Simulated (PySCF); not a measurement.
Compound: CF3C(O)NH2, C2H2F3NO.
Bonds: N1–C2, C2–O3 (double), C2–C4, C4–F5, C4–F6, C4–F7. Hydrogens: H8, H9 on N1.

All values: wB97X-D/pcSseg-2 (PySCF, non-relativistic), on one gas-phase PBE0-D3(BJ)/def2-TZVP geometry that isn't relaxed in the solvent. The solvent is an IEF-PCM continuum (van der Waals radii × 1.2). The model holds no explicit solvent molecules, cavitation or dispersion.

Gas phase at wB97X-D/pcSseg-2: HOMO -10.35 eV, LUMO 1.38 eV, dipole 4.02 D.

Q: What does the continuum do to the energy, the frontier levels and the dipole at wB97X-D/pcSseg-2 in chloroform?

A: 
| solvent | ε | E(solvent) − E(gas) (kcal/mol) | polarisation term (kcal/mol) | distortion of the solute (kcal/mol) | HOMO (eV) | LUMO (eV) | dipole (D) |
| --- | --- | --- | --- | --- | --- | --- | --- |
| chloroform | 4.711 | -6.27 | -7.24 | 0.97 | -10.37 | 1.48 | 4.87 |

Polarisation term: ½ Σ q·V over the induced surface charges. Distortion: the rise of the solute's own energy as its density leaves the gas-phase optimum.

Q: Which radius a makes the point-dipole formula ΔE = −[(ε − 1)/(2ε + 1)]·μ²/a³ give the value in chloroform, with the gas-phase dipole?

A: μ = 1.582 au and |ΔE| = 0.00999 Eh give a = 2.36 Å; the farthest nucleus lies 2.29 Å from the centroid of the nuclei. The formula assumes a rigid point dipole at the centre of a sphere.

Shape of the structure used: `[NH2:1][C:2](=[O:3])[C:4]([F:5])([F:6])[F:7]`: N1–C2–C4–F5 -131°, H–N1–C2–O3 -1°, H–N1–C2–O3 -177°.

The pairwise dispersion term of wB97X-D wasn't added to the energies; at a given geometry it leaves orbitals and properties as they are.
